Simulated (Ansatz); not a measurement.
FIn, triplet, at a GFN2-xTB geometry (such geometries of metal compounds can be far from the true shape) (the spin is typed, not shown lowest) (core potentials on In).

Ansatz (an electronic-structure program) was given this input:
Ansatz 0.2 input:
```yaml
crystal:
  periodic: [false, false, false]
  atoms:
    - {symbol: In, position_ang: [-0.00000000, -0.00000000, -0.34490450]}
    - {symbol: F, position_ang: [0.00000000, 0.00000000, 1.87781337]}
basis:
  gaussian:
    orbitals: def2-SVP
hamiltonian:
  xc: {name: SVWN5}
magnetization: {spin_polarized: true, initial_magnetization: 2}
```

Task: What does this run give for the number of basis functions, <S^2>?

Result: 
| Property | Value |
|---|---|
| number of basis functions | 40 |
| <S^2> | 2.002 |
